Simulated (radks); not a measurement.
Results of a calculation; reference values are marked as such.
Orbital eigenvalues (eV) of the krypton ion Kr+, [Ar] 3d10 4s2 4p5, of relativity; Dirac values are averaged over j with weights 2j + 1. Spin-unpolarised spherical Kohn-Sham, PBEsol, point nucleus unless stated (finite: rms radius 4.1884 fm), a radial shooting solver on a logarithmic mesh with Libxc functionals. A level marked "c x" has the speed of light scaled by that factor and shares open shells by 2j + 1; other Dirac levels either fill j = l - 1/2 first or share by 2j + 1.

shell  non-rel.
1s       -13901
2s      -1816.9
2p      -1645.1
3s      -265.78
3p      -204.74
3d      -95.207
4s      -33.019
4p      -19.550

Give the values at the level "Dirac, low j first".

Answer. 
shell  Dirac, low j first  change of magnitude (%)
1s                 -14155                    +1.82
2s                -1874.1                    +3.15
2p                -1659.3                    +0.86
3s                -275.24                    +3.56
3p                -206.80                    +1.00
3d                -93.188                    -2.12
4s                -33.936                    +2.78
4p                -19.522                    -0.14
